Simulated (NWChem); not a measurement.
Species: GeSiNH7; SMILES N[SiH2][GeH3]

```xyz
10

Si    -0.5882     1.1951    -0.0001
N      0.7363     2.3464    -0.0002
Ge     0.0770    -1.1185     0.0000
H     -1.4170     1.4526    -1.2304
H     -1.4159     1.4525     1.2309
H      1.3344     2.3589    -0.8323
H      1.3312     2.3619     0.8342
H      0.9389    -1.4411    -1.2554
H     -1.1171    -2.1158     0.0151
H      0.9631    -1.4323     1.2408
```
Atoms are numbered in this order, from 1.

Computed with NWChem. Pople sets run with spherical d functions. The geometry was optimised at PBE-D3(BJ)/def2-SVP.

Question: Among these, which level gives the lowest value of “dipole (D)”?
A. PBE0/6-311G**
B. PBE0/STO-3G
C. PBE0/3-21G
D. PBE0/6-31G*

Answer: B, PBE0/STO-3G. Values: PBE0/STO-3G 0.76; PBE0/6-311G** 1.17; PBE0/6-31G* 1.24; PBE0/3-21G 1.33
